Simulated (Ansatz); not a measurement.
BaF2 (SMILES [F][Ba][F]) moved off its minimum; all values from Ansatz (a first-principles code), cores frozen in correlated methods. Elements past Kr take the def2 small-core potentials, without spin–orbit coupling.
(charge 0, multiplicity 1)
```xyz
3

Ba     0.3845     0.0423    -0.0513
F     -1.2586     1.1795    -1.0338
F     -0.3842    -1.2571     1.2221
```

Forces at MP2/def2-TZVPPD (eV/Å):

| atom | Fx | Fy | Fz |
|---|---|---|---|
| Ba1 | 2.721 | 3.172 | -3.157 |
| F2 | -0.631 | 0.504 | -0.441 |
| F3 | -2.090 | -3.677 | 3.598 |

**Question.** Give the forces (eV/Å), the total energy and the dipole at CCSD(T)/def2-TZVPPD.

**Answer.** 
```
atom      Fx      Fy      Fz
----  ------  ------  ------
Ba1    2.719   3.176  -3.161
F2    -0.630   0.508  -0.444
F3    -2.089  -3.684   3.605
```
Energy -224.7750 hartree, dipole 7.31 D.
